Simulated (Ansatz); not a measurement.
Reaction (redistribution): `C#C[SiH2]CCl` + `[SiH3][AlH][SnH3]` → `C#C[SiH2][AlH][SiH3]` + `Cl[CH2][SnH3]`

Computed with Ansatz on PBE0-D4/def2-TZVP structures; ΔE is electronic, products minus reactants. CCSD(T)/CBS adds triple-zeta CCSD(T) − MP2 to the extrapolated MP2 energy (def2 sets, frozen cores). DFT in def2-TZVPP. B3LYP here is the variant with VWN-RPA as its local correlation; programs differ in this. Elements past krypton have def2 core potentials. For Sn outer-core shells are correlated without core-valence functions, which leaves a few kJ/mol of doubt a bond. Each species was taken in one conformer, which may not be the lowest.

Is it downhill or uphill in electronic energy at CCSD(T)/CBS, and by how much? (Estimate.)

The calculation gave: Uphill: ΔE = +45.5 kJ/mol.

What do these levels give: B3LYP-D4, ωB97X-V, ωB97M-V, B2PLYP, B3LYP, MP2/def2-TZVPP, SCS-MP2/def2-TZVPP, CCSD/def2-TZVPP, CCSD(T)/def2-TZVPP, SCS-MP2/def2-QZVPP, HF/CBS(def2), MP2/CBS(def2)? (Estimate.)

Ansatz gave: B3LYP-D4 48.7, ωB97X-V 44.9, ωB97M-V 42.0, B2PLYP 52.0, B3LYP 56.0, MP2/def2-TZVPP 42.3, SCS-MP2/def2-TZVPP 51.9, CCSD/def2-TZVPP 53.4, CCSD(T)/def2-TZVPP 43.0, SCS-MP2/def2-QZVPP 53.5, HF/CBS(def2) 90.2, MP2/CBS(def2) 44.8 kJ/mol.

Largest T1 diagnostic among the species: 0.015.

The D4 term adds −7.3 kJ/mol with B3LYP and −3.7 kJ/mol with PBE0; it sums over pairs of atoms, weighted by their polarisabilities, and B3LYP, whose exchange is more repulsive, gets the larger term. In def2-TZVPP, CCSD(T) changes the Hartree–Fock value by −48.0 kJ/mol (the triples alone add −10.5 kJ/mol) and MP2 by −48.7 kJ/mol. From PBE to PBE0 (25 % exact exchange), in def2-TZVPP and without D4, ΔE moves by +7.6 kJ/mol.
